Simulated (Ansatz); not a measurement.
A nudged elastic band was laid between two geometries of BBrFH$_{2}$N (6 atoms, charge 0, multiplicity 1).

Computed with RKS PBE0/def2-SVP in Ansatz 0.2.0.

```yaml
movable_images: 9
climbing_image: yes
spring: 5.0 eV/Å²
optimiser: quadratic models (default)
start_path: through a guess of the saddle point
force_threshold: 0.03 eV/Å
iteration_limit: 60
end_points: relaxed
```

Initial state:

```xyz
6
Properties=species:S:1:pos:R:3
B 0.467 0.291 -0.245
Br 1.025 -0.472 -1.928
N -0.597 -0.252 0.465
H -1.119 -1.054 0.145
F 1.125 1.348 0.215
H -0.900 0.138 1.348
```

Final state:

```xyz
6
Properties=species:S:1:pos:R:3
B 0.441 0.999 0.672
Br 0.015 -1.679 -2.122
N -0.463 0.146 0.779
H -0.154 -0.904 -0.915
F 1.395 1.843 0.490
H -1.233 -0.405 1.096
```

(1) Which bonds break or form, and what moves?

(2) Give the energies along the band, and the barrier.

(3) What is the geometry of the highest image?

(4) What are the harmonic wavenumbers there?

Answers

(1) Bonds broken: B1–Br2, N3–H4. Bonds formed: Br2–H4. BBrFH2N becomes BFHN + BrH.

(2) The run converged. The highest image is number 6 of 0 to 10, 71.8 kcal/mol above the first end and 7.3 kcal/mol above the last; the last end lies 64.5 kcal/mol above the first. A vibrational analysis at the climbing image gives one clearly imaginary mode, 832i cm⁻¹: a first-order saddle point. The orbitals stay closed-shell, which can raise the energy where a bond breaks towards radicals; this wasn't checked here.

```json
{"image": "0", "path coordinate (Å)": "0.00", "energy (kcal/mol)": "0.0", "B1–Br2 (Å)": "1.93", "N3–H4 (Å)": "1.01", "Br2–H4 (Å)": "3.04"}
{"image": "1", "path coordinate (Å)": "0.28", "energy (kcal/mol)": "1.8", "B1–Br2 (Å)": "1.94", "N3–H4 (Å)": "1.01", "Br2–H4 (Å)": "2.74"}
{"image": "2", "path coordinate (Å)": "0.57", "energy (kcal/mol)": "7.8", "B1–Br2 (Å)": "1.98", "N3–H4 (Å)": "1.01", "Br2–H4 (Å)": "2.45"}
{"image": "3", "path coordinate (Å)": "0.85", "energy (kcal/mol)": "20.1", "B1–Br2 (Å)": "2.10", "N3–H4 (Å)": "1.02", "Br2–H4 (Å)": "2.18"}
{"image": "4", "path coordinate (Å)": "1.14", "energy (kcal/mol)": "40.4", "B1–Br2 (Å)": "2.33", "N3–H4 (Å)": "1.06", "Br2–H4 (Å)": "1.99"}
{"image": "5", "path coordinate (Å)": "1.42", "energy (kcal/mol)": "62.4", "B1–Br2 (Å)": "2.60", "N3–H4 (Å)": "1.17", "Br2–H4 (Å)": "1.82"}
{"image": "6", "path coordinate (Å)": "1.71", "energy (kcal/mol)": "71.8", "B1–Br2 (Å)": "2.82", "N3–H4 (Å)": "1.40", "Br2–H4 (Å)": "1.62"}
{"image": "7", "path coordinate (Å)": "2.06", "energy (kcal/mol)": "67.4", "B1–Br2 (Å)": "3.13", "N3–H4 (Å)": "1.74", "Br2–H4 (Å)": "1.48"}
{"image": "8", "path coordinate (Å)": "2.42", "energy (kcal/mol)": "65.0", "B1–Br2 (Å)": "3.46", "N3–H4 (Å)": "2.00", "Br2–H4 (Å)": "1.45"}
{"image": "9", "path coordinate (Å)": "2.78", "energy (kcal/mol)": "64.6", "B1–Br2 (Å)": "3.70", "N3–H4 (Å)": "2.03", "Br2–H4 (Å)": "1.45"}
{"image": "10", "path coordinate (Å)": "3.14", "energy (kcal/mol)": "64.5", "B1–Br2 (Å)": "3.89", "N3–H4 (Å)": "2.02", "Br2–H4 (Å)": "1.44"}
```

(3) 
```xyz
6
Properties=species:S:1:pos:R:3
B 0.409 0.676 0.311
Br 0.443 -1.064 -1.907
N -0.575 -0.093 0.635
H -0.393 -0.839 -0.534
F 1.357 1.504 0.106
H -1.240 -0.185 1.389
```

(4) 832i, 103, 408, 437, 439, 489, 650, 759, 991, 1325, 2020, 3739 cm⁻¹.

Time of the run: 2.6 min on 2 threads of Intel(R) Xeon(R) 6975P-C (Granite Rapids), with other jobs on the host, peak memory 0.17 GiB.
